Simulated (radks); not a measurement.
Numerical settings for the zinc ion Zn+, [Ar] 3d10 4s1. All-electron calculation, scalar-relativistic Kohn-Sham, PBE, spin-polarised, spherical densities, finite nucleus; open shells are filled with parallel spins first; Fermi nuclear charge, rms radius 3.9283 fm. Program: a radial shooting solver on a logarithmic mesh with Libxc functionals. The defaults (mesh step 0.008 in ln r, mesh end at 40 bohr or more with all orbitals vanishing there, Anderson mixing 0.5 over 9 steps, residual threshold near 1e-9 with the energy settled to 1e-9 hartree or 1e-11 of itself, here a cap of 51 iterations) give E = -1795.6573 hartree and 4s at -14.521 eV in 19 iterations. Run on one thread of a shared host, so times are rough (Arm Neoverse V1): 0.19 s of CPU time, 0.19 s wall, 19 iterations on 2259 mesh points. One setting is changed at a time: mesh step in ln r 0.08; mesh step in ln r 0.03; mesh step in ln r 0.005; mesh end (bohr) 12; mesh end (bohr) 1; residual threshold 0.01; residual threshold 1e-16; mixing 0.2; linear mixing, mixing 0.8; linear mixing, mixing 0.05; mixing history 20; iteration cap 5. Which runs fail to converge, and which converge to a wrong energy?

Answer. Not converged within the cap: mesh step in ln r 0.08; residual threshold 1e-16; linear mixing, mixing 0.8; linear mixing, mixing 0.05; iteration cap 5. Settled on a wrong energy, with an occupied level pushed above zero by the early mesh end: mesh end (bohr) 1 (+79.1 hartree). Apart from these: no run marked as converged misses the energy by more than 1 mhartree.
